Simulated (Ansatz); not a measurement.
Basis sets compared for the cluster Sn5H7⁺. Charge 1, multiplicity 1. Geometry PBE-D4/def2-SVP. Ansatz on 4 threads of Arm Neoverse V2 on a shared host; times are rough, and most runs start from earlier orbitals.

```xyz
12

Sn   -0.2224   -1.9357   -2.8290
Sn   -0.1673    0.4620   -1.1843
Sn    2.3649   -0.9078   -1.0529
Sn   -3.3206    1.8427    2.1427
Sn   -0.2979    1.6091    1.7318
H     3.6970   -0.5329   -2.0864
H    -2.0642    2.2353    3.4216
H     1.6462   -2.3030   -2.1981
H    -1.9171    0.4538    1.7751
H    -0.6883   -1.5133   -0.9264
H     2.8230   -2.0563    0.1597
H    -1.8533    2.6460    1.0462
```

In the def2 sets Sn takes a core potential; there is no spin–orbit coupling. The restricted singlet is unstable towards broken spin symmetry in Hartree–Fock (as tested in another run); at PBE-D4/def2-SVP, PBE-D4/def2-TZVP, PBE0-D4/def2-SVP, PBE0-D4/def2-TZVP this wasn't settled. Another isomer (singlet) lies 0.62 eV lower at PBE0-D4/def2-TZVP; other spin states weren't run for this one.

| level | functions | energy (Eh) | HOMO (eV) | LUMO (eV) | wall time |
| --- | --- | --- | --- | --- | --- |
| PBE-D4/def2-SVP | 165 | -1075.4681 | -8.63 | -7.07 | 2.3 s |
| PBE0-D4/def2-SVP | 165 | -1075.5016 | -9.32 | -6.49 | 4.8 s |

Q: Estimate the rows for PBE-D4/def2-TZVP (with forces), PBE0-D4/def2-TZVP.

A: 
| level | functions | energy (Eh) | HOMO (eV) | LUMO (eV) | wall time |
| --- | --- | --- | --- | --- | --- |
| PBE-D4/def2-TZVP (with forces) | 292 | -1075.5092 | -8.62 | -7.05 | 6 s |
| PBE0-D4/def2-TZVP | 292 | -1075.5395 | -9.29 | -6.47 | 12 s |
